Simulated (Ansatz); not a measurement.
Reaction (ligand exchange at the Si–N bond): `O=C=N[SiH3]` + `[CH3][AlH][SH]` → `[CH3][AlH][S][SiH3]` + `N=C=O`

Program: Ansatz. Geometries: PBE0-D4/def2-TZVP. ΔE: electronic, gas phase. CCSD(T)/CBS adds triple-zeta CCSD(T) − MP2 to the extrapolated MP2 energy (def2 sets, frozen cores). This one scheme is used for every species. DFT in def2-TZVPP. One conformer a species, not always the lowest.

```
         level  ΔE (eV)
     r2SCAN-D4     0.22
           PBE     0.20
 HF/def2-TZVPP     0.52
MP2/def2-TZVPP     0.27
```

**Question.** What does CCSD(T)/CBS give? (An estimate is asked.)

**Answer.** The calculation gave: +0.25 eV. The listed levels differ from it by -0.03, -0.05, 0.27, 0.02 eV.

Largest T1 diagnostic among the species: 0.018.

From PBE to PBE0 (25 % exact exchange), in def2-TZVPP and without D4, ΔE moves by +0.04 eV. The D4 term adds −0.09 eV with B3LYP and −0.05 eV with PBE0; it sums over pairs of atoms, weighted by their polarisabilities, and B3LYP, whose exchange is more repulsive, gets the larger term. In def2-TZVPP, CCSD(T) changes the Hartree–Fock value by −0.25 eV (the triples alone add −0.05 eV) and MP2 by −0.25 eV.

B3LYP here is the variant with VWN-RPA as its local correlation; programs differ in this.
